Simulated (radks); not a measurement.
Ionisation of neutral helium, [He], to 1s1 as the strength of local exchange is varied. All-electron calculation, scalar-relativistic Kohn-Sham, Slater X-alpha exchange (alpha = 2/3 is LDA exchange), no correlation, spin-polarised, spherical densities, point nucleus. Program: a radial shooting solver on a logarithmic mesh with Libxc functionals.

alpha  E(He) (hartree)  exchange (hartree)  IE (eV)  -e of the level emptied (eV)  <r> of it (bohr)
0.667         -2.72419            -0.85334   22.075                   14.073 (1s)            0.9719
0.716         -2.78732            -0.92873   22.744                   14.888 (1s)            0.9567
0.739         -2.81725            -0.96471   23.062                   15.278 (1s)            0.9498
0.807         -2.90685            -1.07332   24.018                   16.456 (1s)            0.9299
0.863         -2.98190            -1.16526   24.822                   17.455 (1s)            0.9143
1.05          -3.24070            -1.48856   27.621                   20.981 (1s)            0.8658

NIST Atomic Spectra Database: 24.587 eV (measured). The Delta-SCF value meets it near alpha = 0.85.
